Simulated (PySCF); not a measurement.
**Löwdin shares of the frontier orbitals**

Compound: C6H12N (charge +1).
Structure used (GFN2-xTB), in Å, numbered top down from 1:
```
atom  x, y, z in Å
C1     3.4231    0.8492   -0.6382
N2     2.2391    0.4003   -0.0948
C3     1.2615    0.0276    0.3877
C4     0.0328   -0.4162    0.8937
C5    -1.1204   -0.2726   -0.1506
C6    -2.3642   -0.9436    0.4178
C7    -1.3760    1.1985   -0.4507
H8     3.4767    1.9357   -0.5425
H9     3.4654    0.5722   -1.6936
H10    4.2631    0.3949   -0.1086
H11    0.1323   -1.4657    1.1911
H12   -0.2209    0.1678    1.7855
H13   -0.8218   -0.7878   -1.0682
H14   -3.1798   -0.8556   -0.2947
H15   -2.6738   -0.4683    1.3453
H16   -2.1961   -2.0010    0.6051
H17   -1.6693    1.7325    0.4502
H18   -0.4967    1.6811   -0.8720
H19   -2.1849    1.2906   -1.1699
```

Level of theory: TDDFT PBE0/def2-SVPD, vertical, gas phase, core orbitals frozen in the response in PySCF 2.14.0, density-fitted response routines.

Kohn–Sham orbitals with the atoms that hold most of them (Löwdin shares over 4%, at most four atoms; ? is withheld):

```csv
orbital,ε (eV),atoms
LUMO+2,-3.74,"C3 26%, C1 20%, N2 10%, C4 8%"
LUMO+1,-5.59,"C3 36%, N2 31%, C4 11%, C1 5%"
LUMO,?,"C3 36%, N2 30%, C4 9%, C5 7%"
HOMO,-13.59,?
HOMO-1,-13.64,?
HOMO-2,-13.83,"C5 19%, C6 18%, C7 15%, C4 12%"
HOMO-3,-14.56,"C7 24%, C6 23%, H19 12%, H14 12%"
```

(1) Which atoms hold the HOMO, and with what shares?

(2) Which atoms hold the HOMO-1, and with what shares?

(3) What is the LUMO energy, and the HOMO–LUMO gap?

Results:

(1) C5 (bonded to 3 C and H) 24%; C6 (bonded to C and 3 H) 19%; C7 (bonded to C and 3 H) 16%; H13 (bonded to C) 12%. By element: carbon 58% or more, hydrogen 12% or more.

(2) C6 (bonded to C and 3 H) 21%; C7 (bonded to C and 3 H) 20%; C5 (bonded to 3 C and H) 19%; H18 (bonded to C) 8%. By element: carbon 60% or more, hydrogen 8% or more.

(3) ε(LUMO) = -5.66 eV; the gap is 7.93 eV (0.2916 hartree).

Problem. The HOMO–LUMO gap is 7.93 eV. Where does the response calculation put the lowest singlet, and from which orbitals?

Solution. S1 is at 6.72 eV (f = 0.0005), 1.21 eV below the gap, made of HOMO-2→LUMO+1 (32%), HOMO→LUMO (27%), HOMO-1→LUMO+1 (26%). Its leading pair isn't HOMO and LUMO; the energies of that pair differ by 8.24 eV. Without the coupling terms of the response equations the lowest excitation would equal the gap.

Problem. Give energy, strength and leading configuration of S3 and S4, and follow the Löwdin shares of the leading atoms from the occupied to the empty orbital.

Solution. 
- S3 (6.82 eV, f 0.0081), HOMO-1→LUMO (88%): C6 21% → at most 7%, C7 20% → at most 7%, C3 at most 9% → 36%, N2 at most 9% → 30%
- S4 (6.95 eV, f 0.0060), HOMO→LUMO+1 (73%): C5 24% → at most 5%, C6 19% → at most 5%, C3 at most 12% → 36%, N2 at most 12% → 31%

The run took 41 s (with the writing of density and orbital grids) on one thread of an Arm Neoverse V2, shared host with 32 logical CPUs at a one-minute load of 18, and the process peaked at 0.90 GiB of memory.

One conformer stands for the species.
